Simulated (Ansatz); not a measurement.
The cluster Zr₂O₆H₄, relaxed as a singlet with RKS r2SCAN-D4/def2-SVP in Ansatz, starting from the GFN2-xTB geometry. Force threshold 0.02 eV/Å.

In the def2 sets Zr takes a core potential; there is no spin–orbit coupling. The structure holds one bond between oxygen atoms, so isomers without such links may lie far lower. Another isomer (singlet) lies 0.07 eV lower at PBE0-D4/def2-TZVP; other spin states weren't run for this one.

Start:

```xyz
12

Zr   -1.1393    1.2411    0.0541
Zr    0.6620   -1.3212   -0.3682
O    -0.2043   -2.7781    0.0683
O    -0.1725   -0.1070    1.3794
O    -0.5551    2.9683    0.5389
O     0.3624    0.8902   -1.1805
O     2.4398   -1.8851   -0.7540
O    -0.7268   -0.0916   -1.4082
H    -2.9397    1.2171    0.1211
H     0.2678    3.4628    0.4282
H     2.7061   -2.8156   -0.7350
H    -0.7005   -0.7809    1.8558
```

```
         step  energy (eV)  largest force component (eV/Å)  SCF passes
            1  -14901.1784                           2.990          24
            2  -14901.6199                           0.767          31
            3  -14901.7104                           0.456          23
            4  -14901.7441                           0.690          23
            5  -14901.7698                           0.888          22
            6  -14901.8036                           0.557          30
            7  -14901.8127                           0.342          31
 8 (rejected)  -14901.7905                           1.022          30
            9  -14901.8414                           0.688          23
           10  -14901.8468                           0.254          22
           11  -14901.8493                           0.213          23
           12  -14901.8508                           0.080          23
13 (rejected)  -14901.8461                           0.250          24
           14  -14901.8523                           0.031          24
           15  -14901.8535                           0.070          23
           16  -14901.8542                           0.121          23
           17  -14901.8548                           0.068          24
           18  -14901.8554                           0.035          23
           19  -14901.8556                           0.055          23
           20  -14901.8557                           0.061          25
           21  -14901.8560                           0.037          25
           22  -14901.8561                           0.019          17
```

Force components are those of the run's own axes.

End:

```xyz
12

Zr   -0.810    1.347    0.095
Zr    0.487   -1.603   -0.382
O    -0.483   -3.032   -0.016
O    -0.099   -0.194    1.286
O    -0.566    3.187    0.601
O     0.522    0.739   -1.288
O     2.347   -2.117   -0.768
O    -0.695   -0.123   -1.479
H    -2.657    1.160   -0.043
H    -0.442    4.135    0.691
H     2.836   -2.945   -0.814
H    -0.440   -0.555    2.118
```

By distances, no bond broke or formed. The bond that changes most is Zr2–O6, from 2.37 to 2.51 Å (atoms count from 1).

No frequencies were taken in this run, so the end may be a saddle point.

Hardware: 4 threads of Arm Neoverse V1 on a shared host. Wall time 88 s.
